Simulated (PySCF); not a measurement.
Excitations are Tamm–Dancoff values on a coarser integration grid. The basis has no diffuse functions, so Rydberg states are missing or too high.

Cartesian coordinates (Å):
SMILES: C[O][Sn]([NH2])([NH2])[O]C
```xyz
17

C      2.2935    -0.8423     0.0655
O      1.1388    -0.5728     0.8123
Sn    -0.2041     0.7253     0.1620
N      0.6845     2.2364    -0.8288
N     -1.1740     1.2628     1.8534
O     -1.3017    -0.1749    -1.2266
C     -1.6894    -1.5109    -1.0699
H      2.7263     0.0618    -0.4037
H      3.0596    -1.2696     0.7354
H      2.1099    -1.5807    -0.7395
H      0.3657     2.3084    -1.7929
H      0.5665     3.1393    -0.3749
H     -2.1854     1.2910     1.7378
H     -0.9605     0.6199     2.6150
H     -0.8609    -2.1692    -0.7449
H     -2.5126    -1.6335    -0.3378
H     -2.0561    -1.8910    -2.0388
```
Charge 0, spin multiplicity 1.

Problem. What T1 excitation (TDA), dipole moment, HOMO, brightest of the four lowest singlets (TDA) and S1 excitation (TDA) does PBE0-D4/def2-TZVP // PBE0-D4/def2-SVP run with PySCF give?

Solution. 
| Property | Result |
|---|---|
| T1 excitation (TDA) | 4.71 eV |
| dipole moment | 1.17 D |
| HOMO | -7.52 eV |
| brightest of the four lowest singlets (TDA) | 5.58 eV |
| S1 excitation (TDA) | 5.30 eV |
